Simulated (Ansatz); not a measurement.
Input for Ansatz (an electronic-structure program): U-PBE0/def2-TZVPP on WF, 2S+1 = 2, a spin state set in the input, which need not be the lowest. Elements past Kr take the def2 small-core potentials; no spin–orbit coupling.

Ansatz 0.2 input:
```yaml
crystal:
  periodic: [false, false, false]
  atoms:
    - {symbol: W, position_ang: [0.00000000, 0.00000000, 0.00000000]}
    - {symbol: F, position_ang: [0.00000000, 0.00000000, 2.08000000]}
basis:
  gaussian:
    orbitals: def2-TZVPP
hamiltonian:
  xc: {name: PBE0}
magnetization: {spin_polarized: true, initial_magnetization: 1}
relax: {f_tol: 0.002, max_steps: 120}
```

The log:

```
WARN ansatz: RAYON_NUM_THREADS=2 ignored (pool sized by the plan → 2); use --threads N
Functional definition: PBE0
integrals: 0.02 GiB planned
556 factors; their error is unknown
mean field: 0.26 GiB planned
mean field evaluation 1: about -4532.8955 eV, gradient 2.6e1 eV
mean field evaluation 2: about -4457.9744 eV, gradient 1.6e2 eV
mean field evaluation 4: about -4535.3174 eV, gradient 3.7e0 eV
mean field evaluation 8: about -4535.4553 eV, gradient 5.4e-1 eV
mean field evaluation 16: about -4536.8324 eV, gradient 2.7e0 eV
mean field evaluation 32: about -4535.5482 eV, gradient 6.7e-1 eV
mean field evaluation 64: about -4535.9334 eV, gradient 6.3e-1 eV
mean field evaluation 96: about -4535.7187 eV, gradient 1.1e1 eV
mean field -4537.01983480 eV, -166.7324036264 hartree, gradient 4.9e-6 eV, S^2 2.534919; 13 other end points of the search recorded, 0 dependent functions left out
the calculation of the forces begins
reference -4537.01986094 eV, -166.7324045871 hartree; 12, 11 occupied and 75, 76 virtual orbitals, 556 factors
relax step   1: F+E_penalty+E_count = -4537.01983480 eV  Δ(F+E_penalty+E_count) = +0.000e0 eV  max|allowed force component| = 3.941e0 eV/Å  Δτ_max = 0.0000 Å  (494 SCF iters, accepted)
these checks for a lower state are left out or cut short: starts, cluster_reference, orbital_swaps, neighbouring_geometries, increment
integrals: 0.02 GiB planned
556 factors; their error is unknown
mean field: 0.26 GiB planned
mean field evaluation 128: about -4536.9742 eV, gradient 1.1e2 eV
mean field -4537.64845066 eV, -166.7555048331 hartree, gradient 6.7e-6 eV, S^2 2.294652; 0 other end points of the search recorded, 0 dependent functions left out
the calculation of the forces begins
reference -4537.64847675 eV, -166.7555057920 hartree; 12, 11 occupied and 75, 76 virtual orbitals, 556 factors
relax step   2: F+E_penalty+E_count = -4537.64845066 eV  Δ(F+E_penalty+E_count) = -6.286e-1 eV  max|allowed force component| = 3.180e-1 eV/Å  Δτ_max = 0.1335 Å  (77 SCF iters, accepted)
these checks for a lower state are left out or cut short: starts, cluster_reference, orbital_swaps, neighbouring_geometries, increment
integrals: 0.02 GiB planned
556 factors; their error is unknown
mean field: 0.26 GiB planned
mean field -4537.65001152 eV, -166.7555621938 hartree, gradient 5.2e-6 eV, S^2 2.312917; 0 other end points of the search recorded, 0 dependent functions left out
the calculation of the forces begins
reference -4537.65003766 eV, -166.7555631544 hartree; 12, 11 occupied and 75, 76 virtual orbitals, 556 factors
relax step   3: F+E_penalty+E_count = -4537.65001152 eV  Δ(F+E_penalty+E_count) = -1.561e-3 eV  max|allowed force component| = 7.838e-2 eV/Å  Δτ_max = 0.0066 Å  (72 SCF iters, accepted)
these checks for a lower state are left out or cut short: starts, cluster_reference, orbital_swaps, neighbouring_geometries, increment
integrals: 0.02 GiB planned
556 factors; their error is unknown
mean field: 0.26 GiB planned
mean field evaluation 160: about -4537.6501 eV, gradient 1.1e-5 eV
mean field -4537.65011762 eV, -166.7555660927 hartree, gradient 1.1e-5 eV, S^2 2.309291; 0 other end points of the search recorded, 0 dependent functions left out
the calculation of the forces begins
reference -4537.65014375 eV, -166.7555670530 hartree; 12, 11 occupied and 75, 76 virtual orbitals, 556 factors
relax step   4: F+E_penalty+E_count = -4537.65011762 eV  Δ(F+E_penalty+E_count) = -1.061e-4 eV  max|allowed force component| = 4.414e-4 eV/Å  Δτ_max = 0.0013 Å  (72 SCF iters, accepted)
integrals: 0.02 GiB planned
556 factors; their error is unknown
mean field: 0.26 GiB planned
mean field evaluation 192: about -4536.6684 eV, gradient 5.7e-1 eV
mean field evaluation 224: about -4537.3721 eV, gradient 3.5e0 eV
mean field -4537.65011762 eV, -166.7555660927 hartree, gradient 1.1e-5 eV, S^2 2.309291; 12 other end points of the search recorded, 0 dependent functions left out
the calculation of the forces begins
reference -4537.65014375 eV, -166.7555670530 hartree; 12, 11 occupied and 75, 76 virtual orbitals, 556 factors
Total energy: -4537.65014375 eV, -166.7555670530 hartree
Atom 0 at    -0.000000     0.000000     0.128243 Å, force     0.000002    -0.000001     0.000441 eV/Å
Atom 1 at     0.000000    -0.000000     1.951757 Å, force    -0.000002     0.000001    -0.000441 eV/Å
Dipole moment:    -0.026145    -0.022234    -0.367103 e Å
```

The calculation finished and met its thresholds. Its determinant has ⟨S²⟩ = 2.31, a mixture of spin states.

Cost: around 17 core-seconds (rough).
